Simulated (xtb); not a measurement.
Input file for xtb: GFN2-xTB on TaH+, 2S+1 = 4, a spin state set in the input, which need not be the lowest, a point of a bond scan (R = 1.695 Å). Charge +1.

```
$ xtb mol.xyz --gfn 2 --sp --chrg 1 --uhf 3
2

Ta     0.00000000     0.00000000     0.00000000
H      0.00000000     0.00000000     1.69511700
```

It printed:

```
[...]
           -------------------------------------------------
          |                Calculation Setup                |
           -------------------------------------------------



           -------------------------------------------------
          |                 G F N 2 - x T B                 |
           -------------------------------------------------

        Reference                      10.1021/acs.jctc.8b01176
      * Hamiltonian:
        H0-scaling (s, p, d)           1.850000    2.230000    2.230000
        zeta-weighting                 0.500000
      * Dispersion:
        s8                             2.700000
        a1                             0.520000
        a2                             5.000000
        s9                             5.000000
      * Repulsion:
        kExp                           1.500000    1.000000
        rExp                           1.000000
      * Coulomb:
        alpha                          2.000000
        third order                    shell-resolved
        anisotropic                    true
        a3                             3.000000
        a5                             4.000000
        cn-shift                       1.200000
        cn-exp                         4.000000
        max-rad                        5.000000


          ...................................................
          :                      SETUP                      :
          :.................................................:
          :  # basis functions                  11          :
          :  # atomic orbitals                  10          :
          :  # shells                            4          :
          :  # electrons                         5          :
          :  max. iterations                   250          :
          :  Hamiltonian                  GFN2-xTB          :
          :  restarted?                      false          :
          :  GBSA solvation                  false          :
          :  PC potential                    false          :
          :  electronic temp.          300.0000000     K    :
          :  accuracy                    1.0000000          :
          :  -> integral cutoff          0.2500000E+02      :
          :  -> integral neglect         0.1000000E-07      :
          :  -> SCF convergence          0.1000000E-05 Eh   :
          :  -> wf. convergence          0.1000000E-03 e    :
          :  Broyden damping             0.4000000          :
          :  net charge                          1          :
          :  unpaired electrons                  3          :
          ...................................................

 iter      E             dE          RMSdq      gap      omega  full diag
   1     -1.8395309 -0.183953E+01  0.120E+01    0.01       0.0  T
   2     -1.8544020 -0.148710E-01  0.185E+01    0.07       1.0  T
   3     -1.8545252 -0.123217E-03  0.178E+01    0.07       1.0  T
   4     -1.8554128 -0.887647E-03  0.110E+01    0.00       1.0  T
   5     -1.8558177 -0.404907E-03  0.705E+00    0.05       1.0  T
   6     -1.8561326 -0.314888E-03  0.954E-01    0.03       1.0  T
   7     -1.8561347 -0.204322E-05  0.711E-01    0.03       1.0  T
   8     -1.8561378 -0.309941E-05  0.644E-03    0.03      11.0  T
   9     -1.8561377  0.980589E-08  0.397E-02    0.03       1.8  T
  10     -1.8561378 -0.106808E-07  0.444E-04    0.03     159.4  T
  11     -1.8561378 -0.201839E-12  0.104E-04    0.03     681.9  T

   *** convergence criteria satisfied after 11 iterations ***

         #    Occupation            Energy/Eh            Energy/eV
      -------------------------------------------------------------
         1        2.0000           -0.8691273             -23.6502
         2        1.0000           -0.6655493             -18.1105
         3        0.6368           -0.6089570             -16.5706
         4        0.6368           -0.6089570             -16.5706 (HOMO)
         5        0.3632           -0.6078902             -16.5415 (LUMO)
         6        0.3632           -0.6078902             -16.5415
         7                         -0.5310641             -14.4510
         8                         -0.3457023              -9.4070
         9                         -0.3457023              -9.4070
        10                          0.2157007               5.8695
      -------------------------------------------------------------
                  HL-Gap            0.0010667 Eh            0.0290 eV
             Fermi-level           -0.6878810 Eh          -18.7182 eV

 SCC (total)                   0 d,  0 h,  0 min,  0.002 sec
 SCC setup                      ...        0 min,  0.000 sec (  4.528%)
 Dispersion                     ...        0 min,  0.000 sec (  1.725%)
 classical contributions        ...        0 min,  0.000 sec (  0.792%)
 integral evaluation            ...        0 min,  0.000 sec ( 17.709%)
 iterations                     ...        0 min,  0.001 sec ( 60.562%)
 molecular gradient             ...        0 min,  0.000 sec (  7.146%)
 printout                       ...        0 min,  0.000 sec (  6.927%)

         :::::::::::::::::::::::::::::::::::::::::::::::::::::
         ::                     SUMMARY                     ::
         :::::::::::::::::::::::::::::::::::::::::::::::::::::
         :: total energy              -1.852254888197 Eh    ::
         :: gradient norm              0.025802953435 Eh/a0 ::
         :: HOMO-LUMO gap              0.029027410245 eV    ::
         ::.................................................::
         :: SCC energy                -1.856137758671 Eh    ::
         :: -> isotropic ES            0.155816291421 Eh    ::
         :: -> anisotropic ES         -0.005487418754 Eh    ::
         :: -> anisotropic XC         -0.001600030211 Eh    ::
         :: -> dispersion             -0.000143609080 Eh    ::
         :: repulsion energy           0.003882870474 Eh    ::
         :: add. restraining           0.000000000000 Eh    ::
         :: total charge               0.999999999996 e     ::
         :::::::::::::::::::::::::::::::::::::::::::::::::::::

           -------------------------------------------------
          |                Property Printout                |
           -------------------------------------------------

    * Orbital Energies and Occupations

         #    Occupation            Energy/Eh            Energy/eV
      -------------------------------------------------------------
         1        2.0000           -0.8691273             -23.6502
         2        1.0000           -0.6655493             -18.1105
         3        0.6368           -0.6089570             -16.5706
         4        0.6368           -0.6089570             -16.5706 (HOMO)
         5        0.3632           -0.6078902             -16.5415 (LUMO)
         6        0.3632           -0.6078902             -16.5415
         7                         -0.5310641             -14.4510
         8                         -0.3457023              -9.4070
         9                         -0.3457023              -9.4070
        10                          0.2157007               5.8695
      -------------------------------------------------------------
                  HL-Gap            0.0010667 Eh            0.0290 eV
             Fermi-level           -0.6878810 Eh          -18.7182 eV

     #   Z          covCN         q      C6AA      α(0)
     1  73 Ta       0.873     0.696   691.799    66.781
     2   1 H        0.873     0.304     0.701     1.311

 Mol. C6AA /au·bohr⁶  :        733.624852
 Mol. C8AA /au·bohr⁸  :     125145.794628
 Mol. α(0) /au        :         68.092630


Wiberg/Mayer (AO) data.
largest (>0.10) Wiberg bond orders for each atom
Note: The following floating-point exceptions are signalling: IEEE_DENORMAL
normal termination of xtb

 ---------------------------------------------------------------------------
     #   Z sym  total        # sym  WBO       # sym  WBO       # sym  WBO
 ---------------------------------------------------------------------------
     1  73 Ta   0.758 --     2 H    0.758
     2   1 H    0.758 --     1 Ta   0.758
 ---------------------------------------------------------------------------

Topologies differ in total number of bonds
Writing topology from bond orders to xtbtopo.mol

molecular dipole:
                 x           y           z       tot (Debye)
 q only:        0.000       0.000       0.973
   full:        0.000      -0.000      -0.034       0.087
molecular quadrupole (traceless):
                xx          xy          yy          xz          yz          zz
 q only:       -1.558       0.000      -1.558       0.000       0.000       3.116
  q+dip:       -1.739       0.000      -1.739      -0.000       0.000       3.478
   full:       -1.318      -0.000      -1.318       0.000      -0.000       2.636


           -------------------------------------------------
          | TOTAL ENERGY               -1.852254888197 Eh   |
          | GRADIENT NORM               0.025802953435 Eh/α |
          | HOMO-LUMO GAP               0.029027410245 eV   |
           -------------------------------------------------

------------------------------------------------------------------------
------------------------------------------------------------------------
 total:
 SCF:
```

The run finished.

Cost: about 0.04 core-seconds (a rough figure).
